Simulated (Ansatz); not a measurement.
Geometry optimisation, RKS BHLYP-D4/def2-SVP (Ansatz 0.2.0).

input.yaml

```yaml
crystal:
  periodic: [false, false, false]
  atoms:
    - { symbol: Ga, position_ang: [0.0, 0.0, 0.0] }
    - { symbol: H, position_ang: [0.0, 0.0, 1.92] }
    - { symbol: H, position_ang: [1.3596, 0.0, -0.785] }
    - { symbol: H, position_ang: [-1.3596, 0.0, -0.785] }
    - { symbol: "N", position_ang: [0.0932, -2.1142, 0.7032] }
    - { symbol: H, position_ang: [-0.4251, -2.8722, 0.1737] }
    - { symbol: H, position_ang: [0.6559, -2.3611, 1.5669] }
    - { symbol: H, position_ang: [0.0454, -1.0306, 1.8459] }
basis:
  gaussian: { orbitals: def2-SVP }
hamiltonian:
  xc: { name: BHLYP }
  dispersion: d4
relax:
  f_tol: 0.15
  max_steps: 25
  restrain:
    - { distance: [0, 4], at: 3.13, k: 30.0 }
    - { distance: [7, 1], at: 1.86, k: 30.0 }
    - { distance: [0, 1], at: 1.57, k: 30.0 }
    - { distance: [7, 4], at: 1.06, k: 30.0 }
```

Run as:

```bash
$ ansatz run input.yaml --threads 1 --pin off --max-ram 2048MiB --backend cpu --events-out ev --progress --plain --runs-dir out
```

Task: Where does it end, and by what steps?

Result: The forces met the threshold. The restraints hold the end off the free minimum. After 8 steps the energy has fallen by 2.854 eV (the restraints' own energy left out); N5 moved furthest, 0.78 Å. Joined: N5–H8 (1.58 → 1.03 Å).

```
step  energy less start (eV)  largest force component (eV/Å)  accepted
   0                  0.0000                           3.557       yes
   1                  0.2338                           4.072       yes
   2                 -0.5338                           4.768       yes
   3                 -1.6091                           4.149       yes
   4                 -2.3326                           2.045       yes
   5                 -2.7356                           1.405       yes
   6                 -2.8324                           1.088       yes
   7                 -2.8421                           0.989       yes
   8                 -2.8537                           1.073       yes
```

```xyz
8
Properties=species:S:1:pos:R:3
Ga 0.031 0.265 -0.035
H -0.154 0.291 1.523
H 1.462 0.374 -0.655
H -1.230 0.128 -0.949
N 0.035 -2.524 1.370
H -0.616 -2.756 0.634
H 0.983 -2.586 1.032
H -0.142 -1.570 1.721
```

The run took 27 s on 1 thread of Arm Neoverse V1, with other jobs on the host, peak memory 0.14 GiB.
